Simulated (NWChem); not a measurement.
System: BiCl$_{3}$; SMILES [Cl][Bi]([Cl])[Cl]

Here is an NWChem input.

```
start job
memory heap 200 mb stack 900 mb global 1100 mb
geometry units angstroms noautoz
  Bi     0.000000     0.000000     0.392441
  Cl    -2.082762    -0.574043    -0.781581
  Cl     0.544245     2.090746    -0.781581
  Cl     1.538517    -1.516703    -0.781581
end
basis spherical
  Bi library def2-svp
  Cl library def2-svp
end
ecp
  Bi library def2-ecp
end
dft
  xc mpw1k
  iterations 150
  mulliken
end
task dft energy
```

Parts of the log:

```
             Northwest Computational Chemistry Package (NWChem) 7.3.0
             --------------------------------------------------------

 C3  symmetry detected

                             Geometry "geometry" -> ""
                             -------------------------

 Output coordinates in angstroms (scale by  1.889725989 to convert to a.u.)

  No.       Tag          Charge          X              Y              Z
 ---- ---------------- ---------- -------------- -------------- --------------
    1 Bi                  83.0000    -0.00000000     0.00000000     0.44682927
    2 Cl                  17.0000    -0.84554737     1.98808248    -0.72719273
    3 Cl                  17.0000     2.14450362    -0.26177574    -0.72719273
    4 Cl                  17.0000    -1.29895625    -1.72630674    -0.72719273

 Effective nuclear repulsion energy (a.u.)    1033.6211550631

      Symmetry information
      --------------------

 Group name             C3
 Group number              5
 Group order               3
 No. of unique centers     2

                                 NWChem DFT Module
                                 -----------------

 Summary of "ao basis" -> "ao basis" (spherical)
 ------------------------------------------------------------------------------
       Tag                 Description            Shells   Functions and Types
 ---------------- ------------------------------  ------  ---------------------
 Bi                         def2-svp                10       26   4s4p2d
 Cl                         def2-svp                 8       18   4s3p1d

      Symmetry analysis of basis
      --------------------------

        a          28
        e+         26
        e-         26

  Rotation of axis

            General Information
            -------------------
          SCF calculation type: DFT
          Wavefunction type:  closed shell.
          No. of atoms     :     4
          No. of electrons :    74
           Alpha electrons :    37
            Beta electrons :    37
          Charge           :     0
          Spin multiplicity:     1
          Use of symmetry is: on ; symmetry adaption is: on
          Maximum number of iterations: 150
          AO basis - number of functions:    80
                     number of shells:    34
          Convergence on energy requested:  1.00D-06
          Convergence on density requested:  1.00D-05
          Convergence on gradient requested:  5.00D-04

              XC Information
              --------------
                        MPW1K Method XC Functional
                     Hartree-Fock (Exact) Exchange  0.428
                        mPW91  Exchange Functional  0.572
                Perdew 1991 Correlation Functional  1.000 non-local
            Perdew 1991 LDA Correlation Functional  1.000 local

             Grid Information
             ----------------
          Grid used for XC integration:  medium
          Radial quadrature: Mura-Knowles
          Angular quadrature: Lebedev.
          Tag              B.-S. Rad. Rad. Pts. Rad. Cut. Ang. Pts.
          ---              ---------- --------- --------- ---------
          Bi                  1.60      123           8.0       590
          Cl                  1.00       88          10.0       590
          Grid pruning is: on
          Number of quadrature shells:   211
          Spatial weights used:  Erf1

      Superposition of Atomic Density Guess
      -------------------------------------

 Sum of atomic energies:       -1623.38957022

      Non-variational initial energy
      ------------------------------

 Total energy =   -1591.663373
 1-e energy   =   -3026.940483
 2-e energy   =    1060.219217
 HOMO         =      -0.336699
 LUMO         =      -0.005637

      Symmetry analysis of molecular orbitals - initial
      -------------------------------------------------

  Numbering of irreducible representations:

     1 a           2 e+          3 e-

  Orbital symmetries:

     1 a           2 e+          3 e+          4 a           5 e+
     6 e+          7 a           8 e+          9 e+         10 a
    11 e+         12 e+         13 e+         14 e+         15 a
    16 a          17 e+         18 e+         19 a          20 e+
    21 e+         22 a          23 e+         24 e+         25 a
    26 e+         27 e+         28 a          29 e+         30 e+
    31 a          32 e+         33 e+         34 e+         35 e+
    36 a          37 a          38 a          39 e+         40 e+
    41 a          42 e+         43 e+         44 a          45 e+
    46 e+         47 a

     ---------------------------------------------
      Total Density - Mulliken Population Analysis
     ---------------------------------------------

    Atom       Charge   Shell Charges
 -----------   ------   -------------------------------------------------------
    1 Bi  23    21.25   2.92 -0.87  1.24  0.60  4.71  1.25  0.76  0.52  9.76  0.36
    2 Cl  17    17.58   2.00  1.99  1.23  0.74  5.94  2.18  3.49  0.01
    3 Cl  17    17.58   2.00  1.99  1.23  0.74  5.94  2.18  3.49  0.01
    4 Cl  17    17.58   2.00  1.99  1.23  0.74  5.94  2.18  3.49  0.01

   convergence    iter        energy       DeltaE   RMS-Dens  Diis-err
 ---------------- ----- ----------------- --------- --------- ---------
 d= 0,ls=0.0,diis     1  -1594.9356040166 -1.97D+03  2.42D-02  5.76D-01
 d= 0,ls=0.0,diis     2  -1594.8950945801  4.05D-02  1.16D-02  8.85D-01
 d= 0,ls=0.0,diis     3  -1595.0368841993 -1.42D-01  8.01D-04  2.07D-03
 d= 0,ls=0.0,diis     4  -1595.0371840755 -3.00D-04  2.01D-04  2.96D-04
 d= 0,ls=0.0,diis     5  -1595.0372224776 -3.84D-05  6.25D-05  2.80D-06
  Resetting Diis
 d= 0,ls=0.0,diis     6  -1595.0372238397 -1.36D-06  1.03D-05  3.37D-07
 d= 0,ls=0.0,diis     7  -1595.0372239250 -8.53D-08  4.33D-06  1.39D-08

         Total DFT energy =    -1595.037223924987
      One electron energy =    -3027.491659273166
           Coulomb energy =     1159.536913959491
    Exchange-Corr. energy =     -102.140371900869
 Nuclear repulsion energy =      375.057893289556

 Numeric. integr. density =       74.000000184457

                  Occupations of the irreducible representations
                  ----------------------------------------------

                     irrep           alpha         beta
                     --------     --------     --------
                     a                13.0         13.0
                     e+               24.0         24.0
                     e-                0.0          0.0

                       DFT Final Molecular Orbital Analysis
                       ------------------------------------

 Vector   35  Occ=2.000000D+00  E=-3.687512D-01  Symmetry=e+
              MO Center= -2.1D-03, -6.2D-01, -6.9D-01, r^2= 5.4D+00
   Bfn.  Coefficient  Atom+Function         Bfn.  Coefficient  Atom+Function
  ----- ------------  ---------------      ----- ------------  ---------------
    55      0.297660  3 Cl px                75     -0.290600  4 Cl pz
    73      0.274369  4 Cl px                74      0.239091  4 Cl py
    57      0.228933  3 Cl pz                72     -0.212893  4 Cl pz
    52      0.211037  3 Cl px                70      0.196264  4 Cl px
    37      0.186185  2 Cl px                54      0.167716  3 Cl pz

 Vector   36  Occ=2.000000D+00  E=-3.659776D-01  Symmetry=a
              MO Center=  6.3D-14, -7.4D-14, -7.2D-01, r^2= 5.8D+00
   Bfn.  Coefficient  Atom+Function         Bfn.  Coefficient  Atom+Function
  ----- ------------  ---------------      ----- ------------  ---------------
    56     -0.384986  3 Cl py                37      0.356905  2 Cl px
    73     -0.309910  4 Cl px                53     -0.275773  3 Cl py
    34      0.255658  2 Cl px                74      0.233192  4 Cl py
    70     -0.221995  4 Cl px                71      0.167040  4 Cl py
    50     -0.160503  3 Cl py                38      0.151794  2 Cl py

 Vector   37  Occ=2.000000D+00  E=-3.501738D-01  Symmetry=a
              MO Center=  2.2D-14,  1.2D-14, -3.6D-01, r^2= 5.6D+00
   Bfn.  Coefficient  Atom+Function         Bfn.  Coefficient  Atom+Function
  ----- ------------  ---------------      ----- ------------  ---------------
    39     -0.344147  2 Cl pz                57     -0.344147  3 Cl pz
    75     -0.344147  4 Cl pz                 3      0.329418  1 Bi s
    13      0.262257  1 Bi pz                36     -0.237734  2 Cl pz
    54     -0.237734  3 Cl pz                72     -0.237734  4 Cl pz
     1     -0.223385  1 Bi s                  4      0.224194  1 Bi s

 Vector   38  Occ=0.000000D+00  E=-6.894648D-02  Symmetry=a
              MO Center= -2.3D-15, -6.5D-16,  1.3D-01, r^2= 4.4D+00
   Bfn.  Coefficient  Atom+Function         Bfn.  Coefficient  Atom+Function
  ----- ------------  ---------------      ----- ------------  ---------------
     3      0.604283  1 Bi s                 16     -0.602245  1 Bi pz
    13     -0.535135  1 Bi pz                55      0.336293  3 Cl px
    38      0.311763  2 Cl py                 1     -0.277466  1 Bi s
    74     -0.270713  4 Cl py                 7      0.245372  1 Bi pz
    73     -0.203697  4 Cl px                52      0.174827  3 Cl px

 Vector   39  Occ=0.000000D+00  E=-5.755923D-02  Symmetry=e+
              MO Center= -2.1D-02, -1.8D-02,  3.8D-01, r^2= 4.2D+00
   Bfn.  Coefficient  Atom+Function         Bfn.  Coefficient  Atom+Function
  ----- ------------  ---------------      ----- ------------  ---------------
    15      0.619682  1 Bi py                12      0.486919  1 Bi py
    14      0.366450  1 Bi px                11      0.287940  1 Bi px
    75      0.270994  4 Cl pz                66      0.269541  4 Cl s
     6     -0.228019  1 Bi py                74      0.223706  4 Cl py
    37     -0.211495  2 Cl px                73      0.194971  4 Cl px

 Vector   40  Occ=0.000000D+00  E=-5.755923D-02  Symmetry=e+
              MO Center=  2.1D-02,  1.8D-02,  3.8D-01, r^2= 4.2D+00
   Bfn.  Coefficient  Atom+Function         Bfn.  Coefficient  Atom+Function
  ----- ------------  ---------------      ----- ------------  ---------------
    14      0.619682  1 Bi px                11      0.486919  1 Bi px
    15     -0.366450  1 Bi py                12     -0.287940  1 Bi py
    55      0.280152  3 Cl px                38     -0.265282  2 Cl py
    57     -0.249794  3 Cl pz                48     -0.248455  3 Cl s
     5     -0.228019  1 Bi px                39      0.219581  2 Cl pz

     ---------------------------------------------
      Total Density - Mulliken Population Analysis
     ---------------------------------------------

    Atom       Charge   Shell Charges
 -----------   ------   -------------------------------------------------------
    1 Bi  23    21.98   2.93 -0.86  1.43  0.38  4.71  1.28  1.28  0.60  9.75  0.49
    2 Cl  17    17.34   2.00  1.99  1.25  0.74  5.93  2.10  3.32  0.01
    3 Cl  17    17.34   2.00  1.99  1.25  0.74  5.93  2.10  3.32  0.01
    4 Cl  17    17.34   2.00  1.99  1.25  0.74  5.93  2.10  3.32  0.01

     -------------------------------------------
      Total Density - Lowdin Population Analysis
     -------------------------------------------

    Atom       Charge   Shell Charges
 -----------   ------   -------------------------------------------------------
    1 Bi  23    22.44   1.48  0.48  1.15  0.75  4.07  1.66  1.37  1.04  9.37  1.06
    2 Cl  17    17.19   2.00  1.96  1.07  0.85  5.82  2.24  3.24  0.01
    3 Cl  17    17.19   2.00  1.96  1.07  0.85  5.82  2.24  3.24  0.01
    4 Cl  17    17.19   2.00  1.96  1.07  0.85  5.82  2.24  3.24  0.01

     Multipole analysis of the density
     ---------------------------------

     L   x y z        total         alpha         beta         nuclear
     -   - - -        -----         -----         ----         -------
     0   0 0 0     -0.000000    -37.000000    -37.000000     74.000000

     1   1 0 0      0.000000      0.000000      0.000000     -0.000000
     1   0 1 0     -0.000000     -0.000000     -0.000000      0.000000
     1   0 0 1      1.713021     26.188057     26.188057    -50.663093

     2   2 0 0    -52.874483   -238.949973   -238.949973    425.025463
     2   1 1 0      0.000000      0.000000      0.000000     -0.000000
     2   1 0 1     -0.000000     -0.000000     -0.000000      0.000000
     2   0 2 0    -52.874483   -238.949973   -238.949973    425.025463
     2   0 1 1      0.000000      0.000000      0.000000     -0.000000
     2   0 0 2    -47.646110    -80.176896    -80.176896    112.707681
```

Level: MPW1K/def2-SVP with def2 effective core potentials on Bi. Geometry: optimised at PBE0/def2-SVP. def2 effective core potentials on Bi; no spin-orbit coupling.
